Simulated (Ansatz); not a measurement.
Reaction (ligand exchange at a Zr–I bond): `[OH][Zr]([OH])([F])[I]` + H–F → `[OH][Zr]([OH])([F])[F]` + HI

Gas-phase electronic energies from Ansatz, PBE0-D4/def2-TZVP geometries. CCSD(T)/CBS adds triple-zeta CCSD(T) − MP2 to the extrapolated MP2 energy (def2 sets, frozen cores). This one scheme is used for every species. def2 core potentials past Kr. For I, Zr outer-core shells are correlated without core-valence functions, which leaves a few kJ/mol of doubt a bond. One conformer a species, not always the lowest.

| species | CCSD(T)/CBS(def2) energy (Eh) |
| --- | --- |
| `[OH][Zr]([OH])([F])[I]` | -596.06001 |
| H–F | -100.39570 |
| `[OH][Zr]([OH])([F])[F]` | -398.42548 |
| HI | -298.03592 |

Problem. Work out ΔE.

Solution. ΔE = (-398.42548) + (-298.03592) − (-596.06001) − (-100.39570) = -0.00569 Eh = -3.6 kcal/mol.

Largest T1 diagnostic among the species: 0.017.

Leaving LDA and LC-ωPBE aside and taking each functional with its dispersion term where it has one, the values, not all of them listed here, spread over 5.9 kcal/mol, from CAM-B3LYP-D4 to PBE-QIDH. LDA lies +1.0 kcal/mol from PBE without D4. In def2-TZVPP, CCSD(T) changes the Hartree–Fock value by +1.3 kcal/mol (the triples alone add +0.8 kcal/mol) and MP2 by +4.1 kcal/mol. From PBE to PBE0 (25 % exact exchange), in def2-TZVPP and without D4, ΔE moves by +2.0 kcal/mol.
